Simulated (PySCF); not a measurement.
# Bonding in `CC#C[C@H]1CCN([SiH3])C1`

Compound: C7H13NSi.
Numbering: `[CH3:1][C:2]#[C:3][C@H:4]1[CH2:5][CH2:6][N:7]([SiH3:8])[CH2:9]1` (hydrogens: H10, H11, H12 on C1; H13 on C4; H14, H15 on C5; H16, H17 on C6; H18, H19, H20 on Si8; H21, H22 on C9)

Geometry (PBE0-D3(BJ)/def2-SVP, Å), atoms numbered from 1 in this order:
```xyz
22
C7H13NSi angstrom
C      3.6327    0.2373   -1.3176
C      2.3756    0.1250   -0.5946
C      1.3310    0.0275    0.0139
C      0.0631   -0.0820    0.7268
C     -0.6327    1.2847    0.9597
C     -1.7776    1.2853   -0.0473
N     -2.1893   -0.1021   -0.0597
Si    -3.7638   -0.6740   -0.4973
C     -0.9908   -0.9127   -0.0695
H      3.5088   -0.0303   -2.3788
H      4.3983   -0.4304   -0.8926
H      4.0266    1.2651   -1.2766
H      0.2556   -0.5645    1.6983
H      0.0601    2.1282    0.8372
H     -1.0443    1.3182    1.9789
H     -2.6097    1.9448    0.2458
H     -1.4146    1.6280   -1.0394
H     -4.0213   -0.7968   -1.9734
H     -3.9384   -2.0334    0.0996
H     -4.7670    0.2865    0.0548
H     -0.6021   -1.0906   -1.0914
H     -1.1754   -1.8974    0.3890
```

Bond orders from the PBE0/pcSseg-1 density (PySCF). Geometry: PBE0-D3(BJ)/def2-SVP, one conformer, isolated molecule.

Problem. How far do the computed orders between heavy atoms stray from the drawn ones?

Solution. The largest departure is 0.380, at C2–C3 (drawn triple, 2.620). Drawn single, order above 1.12: C1–C2 (1.230). Drawn double or triple, more than 0.30 short of the drawn order: C2–C3 (2.620).

Problem. Give the Mayer order of every bond, beside its length.

Solution. 
```csv
bond,drawn as,length (Å),Mayer order
C1–C2,single,1.454,1.230
C2–C3,triple,1.213,2.620
C3–C4,single,1.459,0.953
C4–C5,single,1.551,1.029
C5–C6,single,1.525,1.025
C6–N7,single,1.447,0.936
N7–Si8,single,1.731,0.966
N7–C9,single,1.447,0.935
C9–C4,single,1.560,0.981
C1–H10,single,1.101,0.927
C1–H11,single,1.101,0.927
C1–H12,single,1.101,0.927
C4–H13,single,1.102,0.928
C5–H14,single,1.098,0.954
C5–H15,single,1.100,0.945
C6–H16,single,1.102,0.954
C6–H17,single,1.111,0.939
Si8–H18,single,1.503,0.891
Si8–H19,single,1.495,0.933
Si8–H20,single,1.495,0.935
C9–H21,single,1.108,0.952
C9–H22,single,1.102,0.947
```

By pair of heavy elements: C–C: lowest C3–C4 (0.953, 1.459 Å), highest C2–C3 (2.620, 1.213 Å); in 3 of the 15 pairs the longer bond (by over 0.003 Å) has the higher order (by 0.02 or more). C–N: all 2 within 0.02 of one another (0.935 to 0.936).

Problem. Sum the orders of all bonds at each heavy atom with more than one neighbour and set the sums beside the valence in the SMILES.

Solution. C1 4.011 (drawn 4), C2 3.850 (drawn 4), C3 3.573 (drawn 4), C4 3.891 (drawn 4), C5 3.953 (drawn 4), C6 3.854 (drawn 4), N7 2.837 (drawn 3), Si8 3.725 (drawn 4), C9 3.815 (drawn 4). Orders between atoms that aren't bonded are not in these sums.

For a closed shell the Mayer order of atoms A and B is Σ (PS)μν (PS)νμ over the basis functions μ on A and ν on B, with P the density and S the overlap matrix.

These values come from a run that also computed NMR shieldings. Time: 86 s of wall time; peak memory 1.1 GiB. Hardware: one thread, Arm Neoverse N1 (aarch64), no GPU, shared host.
